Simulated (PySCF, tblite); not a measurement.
Isomers of [C6H10NOS]+ (charge +1), one GFN2-xTB conformer each. Single-point energies are computed at PBE0/pcSseg-1 (PySCF, gas phase, no added dispersion term), electronic only.

| SMILES | GFN2-xTB relative energy (kJ/mol) |
| --- | --- |
| C[C@H](S)C[n+]1ccoc1 | 0.0 |
| C[S+](C)(=O)C/C=C\C#N | 351.6 |

Conformers: `[CH3:1][C@H:2]([SH:3])[CH2:4][n+:5]1[cH:6][cH:7][o:8][cH:9]1` (charge +1) with C1–C2–S3–H -37°, C1–C2–C4–N5 180°, C2–C4–N5–C6 -84°; `[CH3:1][S+:2]([CH3:3])(=[O:4])[CH2:5]/[CH:6]=[CH:7]\[C:8]#[N:9]` (charge +1) with C1–S2–C5–C6 -123°, S2–C5–C6–C7 67°.

What does PBE0/pcSseg-1 give for the same structures?

```
               SMILES  PBE0/pcSseg-1 E (Eh)  PBE0/pcSseg-1 (kJ/mol)  GFN2-xTB (kJ/mol)  point group
 C[C@H](S)C[n+]1ccoc1            -761.93620                     0.0                0.0           C1
C[S+](C)(=O)C/C=C\C#N            -761.82351                   295.9              351.6           C1
```

Both levels put the same isomer lowest. As drawn, the lower has an S–H bond, which the higher lacks.

Which frontier levels and rotational constants go with these structures?

| SMILES | HOMO (eV, PBE0/pcSseg-1) | LUMO (eV) | A, B, C (MHz) |
| --- | --- | --- | --- |
| C[C@H](S)C[n+]1ccoc1 | -10.90 | -6.08 | 2836, 902.7, 762.6 |
| C[S+](C)(=O)C/C=C\C#N | -12.45 | -6.33 | 2265, 1187, 961.0 |

What happens when harmonic zero-point energies from GFN2-xTB frequencies are added?

```json
{"SMILES": "C[C@H](S)C[n+]1ccoc1", "ZPE (kJ/mol)": "395.3", "electronic (kJ/mol)": "0.0", "with ZPE (kJ/mol)": "0.0"}
{"SMILES": "C[S+](C)(=O)C/C=C\\C#N", "ZPE (kJ/mol)": "383.5", "electronic (kJ/mol)": "295.9", "with ZPE (kJ/mol)": "284.0"}
```

The zero-point energies span 11.8 kJ/mol. The order is unchanged.
